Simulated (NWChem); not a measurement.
System: C$_{2}$H$_{2}$BrI; SMILES Br/C=C\I

Results from NWChem. STO-3G and 3-21G are far too small for this property and stand as cheap habits. The geometry was optimised at PBE0/def2-SVP. def2 effective core potentials on I; no spin-orbit coupling. Field at 589 nm.

Among these, which level gives the highest value of “isotropic polarisability (bohr³)”?
A) B3LYP/STO-3G (all-electron, non-relativistic)
B) B3LYP/def2-SVP (core potentials)
C) B3LYP/def2-SVPD (core potentials)

C, B3LYP/def2-SVPD (core potentials). Values: B3LYP/STO-3G (all-electron, non-relativistic) 28.0; B3LYP/def2-SVP (core potentials) 62.4; B3LYP/def2-SVPD (core potentials) 86.0
